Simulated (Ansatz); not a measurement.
AlF2H3O4Si, relaxed with RKS PBE0-D4/def2-TZVP in Ansatz 0.2.0 from a PBE-D4/def2-SVP geometry. The force threshold is 0.005 eV/Å; the program also tests the step.

The species carries charge 0 and has multiplicity 1. The bonds changed during the relaxation, so this is another structure than the one it started from.

Start:

```xyz
11

O    -0.642    0.935   -0.260
Si    0.571   -0.052    0.574
O     1.980    0.769    0.337
O     0.320   -0.167    2.202
O     0.181   -1.356   -0.327
Al   -1.028   -0.598   -1.416
F    -2.618   -1.075   -1.199
F    -0.564   -0.188   -2.972
H    -0.509    1.878   -0.467
H     2.629    0.707    1.060
H    -0.318   -0.854    2.467
```

```json
{"step": "1", "energy (eV)": "-28144.0545", "largest force (eV/Å)": "1.037", "largest move (Å)": "0.000"}
{"step": "2", "energy (eV)": "-28144.1537", "largest force (eV/Å)": "0.545", "largest move (Å)": "0.026"}
{"step": "3", "energy (eV)": "-28144.1935", "largest force (eV/Å)": "0.091", "largest move (Å)": "0.030"}
{"step": "4", "energy (eV)": "-28144.1947", "largest force (eV/Å)": "0.075", "largest move (Å)": "0.005"}
{"step": "5", "energy (eV)": "-28144.1962", "largest force (eV/Å)": "0.045", "largest move (Å)": "0.013"}
{"step": "6", "energy (eV)": "-28144.1965", "largest force (eV/Å)": "0.025", "largest move (Å)": "0.007"}
{"step": "7", "energy (eV)": "-28144.1967", "largest force (eV/Å)": "0.009", "largest move (Å)": "0.007"}
{"step": "8", "energy (eV)": "-28144.1967", "largest force (eV/Å)": "0.010", "largest move (Å)": "0.007"}
{"step": "9", "energy (eV)": "-28144.1968", "largest force (eV/Å)": "0.008", "largest move (Å)": "0.005"}
{"step": "10", "energy (eV)": "-28144.1968", "largest force (eV/Å)": "0.008", "largest move (Å)": "0.004"}
{"step": "11", "energy (eV)": "-28144.1968", "largest force (eV/Å)": "0.007", "largest move (Å)": "0.004"}
{"step": "12", "energy (eV)": "-28144.1968", "largest force (eV/Å)": "0.002", "largest move (Å)": "0.002"}
```

End:

```xyz
11

O    -0.621    0.909   -0.250
Si    0.564   -0.054    0.550
O     1.965    0.720    0.332
O     0.315   -0.170    2.145
O     0.188   -1.330   -0.335
Al   -1.009   -0.601   -1.402
F    -2.574   -1.058   -1.175
F    -0.567   -0.175   -2.929
H    -0.520    1.845   -0.435
H     2.596    0.722    1.054
H    -0.337   -0.808    2.445
```

Run time 45 s (4 threads of an Intel Xeon 6975P-C on a shared host); peak host memory 1 GiB.
